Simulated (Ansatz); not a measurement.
CH5ClOSi (`OC([SiH3])Cl`). Total charge 0; spin multiplicity 1.

```xyz
9

O     1.454    0.771   -0.118
C     0.572   -0.172    0.364
Si   -1.073   -0.061   -0.584
Cl    0.184    0.103    2.127
H     2.309    0.667    0.314
H     0.990   -1.183    0.356
H    -1.644    1.290   -0.382
H    -1.977   -1.108   -0.049
H    -0.815   -0.308   -2.026
```

(1) What are the harmonic wavenumbers in cm⁻¹ at PBE0-D4/def2-TZVP (Ansatz, finite differences of forces, unscaled)? (Estimate.)

(2) Is this a minimum?

(3) Give the ideal-gas thermochemistry at 298.15 K and 1 bar (rigid rotor, harmonic oscillator; point group C1, symmetry number 1).

(4) And at 400, 500, 600, 800 and 1000 K?

## Answers

(1) Computed: 145, 178, 274, 340, 440, 521, 630, 709, 755, 911, 935, 942, 1119, 1172, 1266, 1404, 2232, 2252, 2265, 3062, 3815.

(2) Yes, all 21 modes are real.

(3) Zero-point energy 151.7 kJ/mol; H(298) − E = 169.8 kJ/mol; entropy 321.6 J/(mol·K), of which translation 165.9, rotation 110.7, vibration 45.1; G(298) − E = 73.9 kJ/mol.

(4) 
| T (K) | H − E (kJ/mol) | S (J/mol/K) | G − E (kJ/mol) |
| --- | --- | --- | --- |
| 400 | 180.3 | 351.7 | 39.6 |
| 500 | 192.2 | 378.2 | 3.1 |
| 600 | 205.4 | 402.3 | -36.0 |
| 800 | 234.7 | 444.3 | -120.7 |
| 1000 | 266.9 | 480.1 | -213.3 |
